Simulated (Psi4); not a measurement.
C$_{5}$H$_{7}$ (SMILES [CH-]1CC12CC2), charge -1, singlet, at a GFN2-xTB geometry (a gas-phase anion, which may not be bound at this level); B3LYP5/6-31G* run with Psi4 1.11.

The Psi4 input:
```
memory 2 GB

molecule {
-1 1
C    -0.01580959    0.12662739    0.05851922
C    -0.09445740    0.80972329    1.36708915
C    -0.02035734   -0.71718537    1.28371884
C     0.75342229   -0.00950193   -1.22011613
C    -0.76468125    0.03212295   -1.22208507
H     0.90969779    1.23461570    1.64734522
H    -0.92247932   -1.29616663    1.51082773
H     0.88562822   -1.31644128    1.47810417
H     1.22867314   -0.95378861   -1.48683724
H     1.28263636    0.84950132   -1.62856106
H    -1.29088796   -0.88511873   -1.48542912
H    -1.24196831    0.91668013   -1.63820589
}

set {
  basis 6-31g*
}

energy('b3lyp5')
print_variables()
```

The log (banner, timings and long lists left out):

```
   => Loading Basis Set <=

    Name: 6-31G*
    Role: ORBITAL
    Keyword: BASIS

         ---------------------------------------------------------
                                   SCF
               by Justin Turney, Rob Parrish, Andy Simmonett
                          and Daniel G. A. Smith
                              RKS Reference
         ---------------------------------------------------------

  ==> Geometry <==

    Molecular point group: c1
    Full point group: C1

    Geometry (in Angstrom), charge = -1, multiplicity = 1:

       Center              X                  Y                   Z               Mass
    ------------   -----------------  -----------------  -----------------  -----------------
         C           -0.003213348974     0.105161865147     0.034804066145    12.000000000000
         C           -0.081861158974     0.788257765147     1.343373996145    12.000000000000
         C           -0.007761098974    -0.738650894853     1.260003686145    12.000000000000
         C            0.766018531026    -0.030967454853    -1.243831283855    12.000000000000
         C           -0.752085008974     0.010657425147    -1.245800223855    12.000000000000
         H            0.922294031026     1.213150175147     1.623630066145     1.007825032230
         H           -0.909883078974    -1.317632154853     1.487112576145     1.007825032230
         H            0.898224461026    -1.337906804853     1.454389016145     1.007825032230
         H            1.241269381026    -0.975254134853    -1.510552393855     1.007825032230
         H            1.295232601026     0.828035795147    -1.652276213855     1.007825032230
         H           -1.278291718974    -0.906584254853    -1.509144273855     1.007825032230
         H           -1.229372068974     0.895214605147    -1.661921043855     1.007825032230

  Running in c1 symmetry.

  Rotational constants: A =      0.37214  B =      0.14344  C =      0.14299 [cm^-1]
  Rotational constants: A =  11156.39219  B =   4300.18417  C =   4286.75182 [MHz]
  Nuclear repulsion =  161.065584339711705

  Charge       = -1
  Multiplicity = 1
  Electrons    = 38
  Nalpha       = 19
  Nbeta        = 19

  ==> Algorithm <==

  SCF Algorithm Type is DF.
  DIIS enabled.
  MOM disabled.
  Fractional occupation disabled.
  Guess Type is SAD.
  Energy threshold   = 1.00e-06
  Density threshold  = 1.00e-06
  Integral threshold = 1.00e-12

  ==> Primary Basis <==

  Basis Set: 6-31G*
    Blend: 6-31G*
    Number of shells: 44
    Number of basis functions: 89
    Number of Cartesian functions: 89
    Spherical Harmonics?: false
    Max angular momentum: 2

  ==> DFT Potential <==

   => LibXC <=

    Version 7.1.2
    S. Lehtola, C. Steigemann, M. J. T. Oliveira, and M. A. L. Marques,  SoftwareX 7, 1–5 (2018) (10.1016/j.softx.2017.11.002)

   => Composite Functional: B3LYP5 <=

    B3LYP5 Hyb-GGA Exchange-Correlation Functional

    P. J. Stephens, F. J. Devlin, C. F. Chabalowski, and M. J. Frisch,  J. Phys. Chem. 98, 11623 (1994) (10.1021/j100096a001)

    Deriv               =              1
    GGA                 =           TRUE
    Meta                =          FALSE

    Exchange Hybrid     =           TRUE
    MP2 Hybrid          =          FALSE

   => Exchange Functionals <=

    0.0800   Slater exchange
    0.7200         Becke 88

   => Exact (HF) Exchange <=

    0.2000               HF

   => Correlation Functionals <=

    0.1900   Vosko, Wilk & Nusair (VWN5)
    0.8100   Lee, Yang & Parr

   => LibXC Density Thresholds  <==

    XC_HYB_GGA_XC_B3LYP5:  1.00E-15

   => Molecular Quadrature <=

    Radial Scheme          =       TREUTLER
    Pruning Scheme         =           NONE
    Nuclear Scheme         =       TREUTLER

    Blocking Scheme        =         OCTREE
    BS radius alpha        =              1
    Pruning alpha          =              1
    Radial Points          =             75
    Spherical Points       =            302
[...]
  Using in-core AOs.

  ==> MemDFJK: Density-Fitted J/K Matrices <==

    J tasked:                   Yes
    K tasked:                   Yes
    wK tasked:                   No
    Algorithm:                 Core
    Schwarz Cutoff:           1E-12
    Mask sparsity (%):       0.1010
    Fitting Condition:        1E-10

   => Auxiliary Basis Set <=

  Basis Set: (6-31G* AUX)
    Blend: CC-PVDZ-JKFIT
    Number of shells: 183
    Number of basis functions: 580
    Number of Cartesian functions: 580
    Spherical Harmonics?: false
    Max angular momentum: 3

  Minimum eigenvalue in the overlap matrix is 4.4633173589E-03.
  Reciprocal condition number of the overlap matrix is 5.7678344499E-04.
    Using symmetric orthogonalization.

  ==> Pre-Iterations <==

  SCF Guess: Superposition of Atomic Densities via on-the-fly atomic UHF (no occupation information).

   -------------------------
    Irrep   Nso     Nmo
   -------------------------
     A         89      89
   -------------------------
    Total      89      89
   -------------------------

  ==> Iterations <==

                           Total Energy        Delta E     RMS |[F,P]|

   @DF-RKS iter SAD:  -194.09988480752068   -1.94100e+02   0.00000e+00
   @DF-RKS iter   1:  -193.88964949977344    2.10235e-01   1.08651e-02 DIIS/ADIIS
   @DF-RKS iter   2:  -193.39290963368188    4.96740e-01   1.49519e-02 DIIS/ADIIS
   @DF-RKS iter   3:  -194.42860710814944   -1.03570e+00   1.76112e-03 DIIS/ADIIS
   @DF-RKS iter   4:  -194.43734148621323   -8.73438e-03   9.50539e-04 DIIS/ADIIS
   @DF-RKS iter   5:  -194.44076852676662   -3.42704e-03   1.18361e-04 DIIS/ADIIS
   @DF-RKS iter   6:  -194.44080674452047   -3.82178e-05   6.31250e-05 DIIS
   @DF-RKS iter   7:  -194.44082345346135   -1.67089e-05   6.17436e-06 DIIS
   @DF-RKS iter   8:  -194.44082363156681   -1.78105e-07   1.08165e-06 DIIS
   @DF-RKS iter   9:  -194.44082363725516   -5.68835e-09   2.69376e-07 DIIS
  Energy and wave function converged.

  ==> Post-Iterations <==

   Electrons on quadrature grid:
      Ntotal   =   37.9999817868 ; deviation = -1.821e-05

    Orbital Energies [Eh]
    ---------------------

    Doubly Occupied:

[...]
      19A      0.088146

    Virtual:

[...]
      89A      4.843195

    Final Occupation by Irrep:
              A
    DOCC [    19 ]
    NA   [    19 ]
    NB   [    19 ]

  @DF-RKS Final Energy:  -194.44082363725516

   => Energetics <=

    Nuclear Repulsion Energy =            161.0655843397117053
    One-Electron Energy =                -587.3988856911603307
    Two-Electron Energy =                 256.0158041946409071
    DFT Exchange-Correlation Energy =     -24.1233264804474565
    Empirical Dispersion Energy =           0.0000000000000000
    VV10 Nonlocal Energy =                  0.0000000000000000
    Total Energy =                       -194.4408236372551926

Computation Completed

Properties will be evaluated at   0.000000,   0.000000,   0.000000 [a0]

Properties computed using the SCF density matrix

 Multipole Moments:

 ------------------------------------------------------------------------------------
     Multipole            Electronic (a.u.)      Nuclear  (a.u.)        Total (a.u.)
 ------------------------------------------------------------------------------------

 L = 1.  Multiply by 2.5417464519 to convert [e a0] to [Debye]
 Dipole X            :         -0.4891921            0.8807278            0.3915357
 Dipole Y            :          0.6657754           -1.5008669           -0.8350914
 Dipole Z            :          0.1252048           -1.6581606           -1.5329558
 Magnitude           :                                                    1.7890309

 ------------------------------------------------------------------------------------

  Variable Map:
  ----------------------------------------------------------------------------
[...]
  Array Variable Map:
  ----------------------------------------------------------------------------
[...]
[...]
```
